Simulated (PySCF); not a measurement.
PySCF job for Mo(O)2(OH) (HMoO₃), SMILES [O]=[Mo+](=[O])[OH], charge +1, multiplicity 1, C-PCM-PBE0/def2-SVP. Geometry: PBE0-D3(BJ)/def2-SVP. The spin state was assumed, not searched. The isomer is the one that the SMILES or the coordinates give; other isomers of the formula were not compared. The def2 effective core potentials stand for the cores of Mo; spin–orbit coupling is left out. One conformer was computed; it need not be the lowest.

```python
import numpy as np
from pyscf import gto, scf, dft
from pyscf.solvent import pcm

mol = gto.M(
    atom='''
    Mo    0.06694799    0.23642663    0.00000000
    O     0.80684203   -0.45109442   -1.29695641
    O     0.80684204   -0.45109442    1.29695641
    O    -1.66784563   -0.22741002    0.00000000
    H    -2.37852329   -0.89312743    0.00000001
    ''',
    basis='def2-SVP',
    ecp={'Mo': 'def2-svp'},
    charge=1,
    spin=0,
    max_memory=1600,
    verbose=3,
)
mf = dft.RKS(mol, xc='pbe0').density_fit(auxbasis='def2-universal-jkfit')
mf.grids.level = 3
mf.conv_tol = 1e-9
mf.max_cycle = 100
mf.kernel()
res = {}
for name, eps in {'water': 78.355, '2-propanol': 19.264, 'n-hexane': 1.8819}.items():
    s = mf.PCM()
    s.with_solvent.method, s.with_solvent.eps, s.with_solvent.lebedev_order = 'C-PCM', eps, 29
    s.kernel(mf.make_rdm1())
    res[name] = (s.e_tot, eps, s.dip_moment(), s.mo_energy, s.converged)
    print(f'{name}: electrostatic solvation free energy {(s.e_tot - mf.e_tot) * 627.509474:.3f} kcal/mol')
```

Program output:

```
converged SCF energy = -293.796555817308

WARN: PCM is an experimental feature. It is still in testing.
Features and APIs may be changed in the future.

converged SCF energy = -293.91766174571

WARN: System has nonzero charge 1; the dipole moment is origin-dependent.
Location of origin: [0. 0. 0.]

Dipole moment(X, Y, Z, Debye): -3.15361,  3.80104,  0.00046
water: electrostatic solvation free energy -75.995 kcal/mol

WARN: PCM is an experimental feature. It is still in testing.
Features and APIs may be changed in the future.

converged SCF energy = -293.912724283198

WARN: System has nonzero charge 1; the dipole moment is origin-dependent.
Location of origin: [0. 0. 0.]

Dipole moment(X, Y, Z, Debye): -3.12032,  3.77054,  0.00044
2-propanol: electrostatic solvation free energy -72.897 kcal/mol

WARN: PCM is an experimental feature. It is still in testing.
Features and APIs may be changed in the future.

converged SCF energy = -293.853222287189

WARN: System has nonzero charge 1; the dipole moment is origin-dependent.
Location of origin: [0. 0. 0.]

Dipole moment(X, Y, Z, Debye): -2.77155,  3.42593,  0.00004
n-hexane: electrostatic solvation free energy -35.559 kcal/mol
```

The calculation finished and met its thresholds.

Cost: around 40 core-seconds (rough).
